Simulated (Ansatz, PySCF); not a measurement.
Spin states of H2O2Re (SMILES [OH][Re][OH]), each relaxed with B3LYP-D3(BJ)/def2-TZVP.
State 1 (charge 0, multiplicity 4):
```xyz
5

Re     0.1481    -0.2550     0.1316
O      1.4765    -0.0733    -1.1885
H      1.7403     0.7460    -1.6232
O     -1.3986    -0.5328     1.1662
H     -2.0200     0.1448     1.4568
```
State 2 (charge 0, multiplicity 6):
```xyz
5

Re     0.020    -0.093     0.007
O      1.399    -0.060    -1.396
H      2.018     0.656    -1.563
O     -1.283    -0.368     1.455
H     -2.208    -0.106     1.439
```

Singlets are restricted, other states unrestricted; no spin–orbit coupling, no relativity up to Kr; see below for the cores. The largest T1 diagnostic is 0.034.

Run with Ansatz (a program for electronic structure) with Gaussian orbitals; PySCF for the dispersion terms. Values without a source in brackets are computed. In def2 rows elements past Kr take small-core potentials, without spin–orbit coupling.

Problem. One of these levels gives 0.319 eV for the energy of the multiplicity-6 state less that of the multiplicity-4 state. Which?
A) PBE/def2-TZVPP
B) B3LYP-D3(BJ)/def2-TZVPP
C) r2SCANh/def2-TZVPP
D) BLYP-D3(BJ)/def2-TZVPP

Solution. A, PBE/def2-TZVPP. The others give 0.597 (BLYP-D3(BJ)/def2-TZVPP), -0.175 (r2SCANh/def2-TZVPP), 0.356 (B3LYP-D3(BJ)/def2-TZVPP)
